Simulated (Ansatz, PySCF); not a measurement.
Base molecule (SMILES): [F][Ge]([F])([Br])[Br] [dibromo(difluoro)germane]. Geometries: B3LYP-D3(BJ)/def2-TZVP minima from Ansatz (an electronic-structure program). Frequencies are from Ansatz or PySCF. Correlated levels leave the core frozen unless marked. Open shells are spin-unrestricted. Spin-orbit coupling is left out. Frozen are the shells of the preceding noble gas and the d and f shells that filled before the atom's block. No relativistic terms. Basis-set limits of correlation are two-point, X^-3; Hartree-Fock from the larger set. The bracket is a focal-point correction in the basis named. Rows marked 298 K are enthalpies with B3LYP-D3(BJ) harmonic zero-point and thermal terms.

Levels, all with Ansatz: PBE/def2-TZVPD, and a column headed coupled cluster (CCSD(T) or an MP2 limit with a CCSD(T) correction), which has limits of its own: F-Ge bond dissociation enthalpy, 298 K at CCSD(T)/CBS(cc-pVTZ,cc-pVQZ); Br-Ge bond dissociation enthalpy, 298 K at RI-MP2/CBS(cc-pVTZ,cc-pVQZ)+[CCSD(T)-MP2]/cc-pVTZ.

```
property of the base                                                                coupled cluster    PBE
----------------------------------------------------------------------------------  ---------------  -----
F-Ge bond dissociation enthalpy, 298 K (to F atom + [F][Ge]([Br])[Br]) (kcal/mol)             127.4  118.7
Br-Ge bond dissociation enthalpy, 298 K (to [F][Ge]([F])[Br] + Br atom) (kcal/mol)             85.1   78.0
```

Task: What happens with F replaced by Br, giving [F][Ge]([Br])([Br])[Br] [tribromo(fluoro)germane]? Give the coupled-cluster values, and the shifts at both levels.

Result: F-Ge bond dissociation enthalpy, 298 K (to F atom + [Br][Ge]([Br])[Br]) 123.8 kcal/mol (-3.6; PBE -2.6); Br-Ge bond dissociation enthalpy, 298 K (to [F][Ge]([Br])[Br] + Br atom) 82.5 kcal/mol (-2.6; PBE -2.8).

Task: What happens with Br replaced by F, giving [F][Ge]([F])([F])[Br] [bromo(trifluoro)germane]? Give the coupled-cluster values, and the shifts at both levels.

Result: F-Ge bond dissociation enthalpy, 298 K (to F atom + [F][Ge]([F])[Br]) 130.4 kcal/mol (+3.0; PBE +2.2); Br-Ge bond dissociation enthalpy, 298 K (to [F][Ge]([F])[F] + Br atom) 87.7 kcal/mol (+2.6; PBE +3.0).
